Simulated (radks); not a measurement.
Coulomb parameter of the 4d shell of the cadmium ion Cd+ in the model configuration [Kr] 4d8.5 5s1 5p1.5, as a second difference U = [E(n + 1) + E(n - 1) - 2 E(n)] / (1)^2 with all orbitals relaxed. "Bare": the charge of the atom changes with n. "Screened": the 5p shell takes up the change at fixed total charge, which measures U(4d,4d) + U(5p,5p) - 2 U(4d,5p). Calculated with a radial shooting solver on a logarithmic mesh with Libxc functionals: scalar-relativistic Kohn-Sham, r2SCAN, spin-unpolarised, spherical densities, finite nucleus; meta-GGA in the generalised Kohn-Sham scheme; Fermi nuclear charge, rms radius 4.6087 fm.

| case | configuration | E - E(n) (eV) |
|---|---|---|
| start | [Kr] 4d8.5 5s1 5p1.5 | 0.000 |
| bare +1 | [Kr] 4d9.5 5s1 5p1.5 | -22.907 |
| bare -1 | [Kr] 4d7.5 5s1 5p1.5 | 36.584 |
| screened +1 | [Kr] 4d9.5 5s1 5p0.5 | -17.669 |
| screened -1 | [Kr] 4d7.5 5s1 5p2.5 | 21.530 |

U(bare) = 13.678 eV, U(screened by 5p) = 3.860 eV, against the Slater integral F0(4d,4d) = 20.583 eV with frozen orbitals.
